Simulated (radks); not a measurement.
All-electron calculation, scalar-relativistic Kohn-Sham, LDA (Slater exchange, Perdew-Wang correlation), spin-polarised, spherical densities, finite nucleus; open shells are filled with parallel spins first (spin-orbit coupling, left out, can overturn this in heavy ions); Fermi nuclear charge, rms radius of each element as measured or else 0.836 A^(1/3) + 0.57 fm. Program: a radial shooting solver on a logarithmic mesh with Libxc functionals. Response by self-consistent Sternheimer equations with the Hartree and adiabatic LDA kernel, the relativistic mass of each level held fixed and spin-orbit coupling left out. Rank Rb2+, Rb4+, Rb3+, Rb+, Rb6+, Rb, Rb5+ (NIST ground configurations) by static dipole polarisability, largest first.

Answer. Rb 280.2, Rb+ 9.461, Rb2+ 6.650, Rb3+ 4.943, Rb4+ 3.815, Rb5+ 3.052, Rb6+ 2.491 bohr^3.
